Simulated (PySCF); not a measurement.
# Working out the ionisation energy of Ir

Ir [Xe] 4f14 5d7 6s2 (4F) → Ir⁺ [Xe] 4f14 5d7 6s1 (5F). All numbers are calculated (PySCF 2.14, scalar relativity through the core potential, in aug-cc-pVDZ-PP with ECP60MDF (5s5p4d2f, 54 functions)). Frozen: 5s2 5p6. Energies in hartree (1 hartree = 27.21139 eV):

```csv
part,Ir (lower),Ir⁺ (upper)
UHF,-103.622435,-103.362342
CCSD correlation,-0.208348,-0.152599
(T),-0.006797,-0.002955
```

What does Hartree-Fock give?

(-103.362342) − (-103.622435) = 0.260093 hartree = 7.077 eV.

What do CCSD and CCSD(T) give?

The CCSD correlation energies differ by 0.055749 hartree = 1.517 eV and the triples by 0.003842 hartree = 0.105 eV, so CCSD gives 8.594 eV and CCSD(T) 8.699 eV.

Measured between the centres of the two terms (NIST): 8.926 eV, so CCSD(T) (valence) is off by -0.227 eV.

A double-zeta basis recovers only part of the correlation energy.

What remains against the reference includes basis incompleteness, the frozen core and higher excitations.
